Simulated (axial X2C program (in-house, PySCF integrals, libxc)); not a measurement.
# Worked dissociation energy of AlFe: r2SCAN0, without spin–orbit coupling

Computed with an axial X2C code built on PySCF integrals. Spin-free means the one-electron spin-free X2C Hamiltonian. Basis: Fe dyall-v3z [9s10p6d3f2g], Al dyall-v3z [8s8p2d1f] (cores contracted in-house); Gaussian nuclei, density fitting, unrestricted open shells. Masses: Fe 55.935 u, Al 26.982 u.

Molecular state: M_S = 3/2, Λ = 0 (beyond evenly filled blocks: σα, δ+α, δ-α).

* E(Fe) (2M_S = 4, M_L = 0): -1272.581522 hartree
* E(Al) (2M_S = 1, M_L = 0): -242.774464 hartree
* E(AlFe) at Re: -1515.404197 hartree
* ωe: 306.3 cm⁻¹
* ωexe: 1.19 cm⁻¹

Task: Work out De and D0.

Result: De = -1272.581522 + (-242.774464) − (-1515.404197) = 0.04821 hartree = 1.312 eV. The zero-point energy is ωe/2 − ωexe/4 = 153 cm⁻¹ = 0.019 eV, so D0 = 1.293 eV.

The state is a single determinant with fixed occupations, the lowest that a limited PBE0 search found. De is counted from the lowest determinant-based energies of the atoms at the same level, without counterpoise correction. The determinant is spin-polarised beyond a pure state at some levels (its spin-free form has ⟨S²⟩ too high), which makes Re and μ there less reliable.

Each atomic determinant is the lowest at this level and need not be a pure term. Totals compare only within one Hamiltonian and basis.
